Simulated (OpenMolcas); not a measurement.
# Ne4+: the spin-orbit constant, Slater's ratio, worked from levels

```json
{
  "Program": "OpenMolcas",
  "Basis": "ANO-R3 [4s4p2d1f]",
  "Scalar Hamiltonian": "X2C, finite nucleus",
  "Active space": "4 electrons in 8 orbitals (2s 2p 3s 3p)",
  "State averaging": "2S+1 = 3 even, 3 roots; 2S+1 = 1 even, 6 roots; 2S+1 = 5 odd, 1 root; 2S+1 = 3 odd, 8 roots",
  "Spin-orbit coupling": "state interaction with AMFI integrals over the reference wave functions, term energies averaged over their components"
}
```

Methods: CASSCF; SS-CASPT2, IPEA 0.25 Eh, imaginary shift 0.1 Eh (closed shells correlated: 1s). Measured levels: NIST levels in Podobedova, Fuhr, Reader and Wiese, J. Phys. Chem. Ref. Data 33, 525 (2004).

**The spin-orbit constant.** For the Hund term 3P of p2, E(J) = (A/2) J(J+1) + constant and ζ = 2S·A = 2A. From J = 0 to J = 2 the energy changes by 3 A.

| Source | E(2) - E(0) | A | ζ |
| --- | --- | --- | --- |
| CASSCF | 1129.8 | 376.6 | 753 |
| SS-CASPT2 | 1127.9 | 376.0 | 752 |
| measured | 1110.1 | 370.0 | 740 |

All in cm-1. SS-CASPT2 is off by +1.6 % and CASSCF by +1.8 %. Both methods take the spin-orbit matrix elements from the reference wave functions, so the second can move ζ only through the term energies and any multistate remixing. Second-order mixing with other terms is absorbed into this ζ.

**Slater's ratio.** With one set of orbitals, p2 has 1D - 3P = 6 F2 and 1S - 1D = 9 F2 (F2 = F²/25), a ratio of 3/2. Term energies are centres of gravity, weighted by 2J + 1.

| Source | 1D - 3P | 1S - 3P | F2 from the first | Ratio |
| --- | --- | --- | --- | --- |
| CASSCF | 32558 | 59278 | 5426 | 0.821 |
| SS-CASPT2 | 30300 | 63628 | 5050 | 1.100 |
| measured | 29537 | 63159 | 4923 | 1.138 |

Energies in cm-1. A ratio away from 3/2 shows effects beyond one configuration with one set of orbitals, and in heavier atoms second-order spin-orbit shifts. In CASSCF the valence s occupation is 1.89 in 1S against 1.97 in 1D: mixing out of s² acts most on 1S and pulls it down.

Active for correlation alone: 3p 3s; no level in the range computed is led by a configuration that fills them, so any true level of that kind is missing. Computed and measured levels are paired by configuration, term and J; levels that our copy of the source lacks, or whose pairing is in doubt (as where it misses far off the trend of its configuration), stay unpaired and out of the deviations. Only configurations of the active space appear.
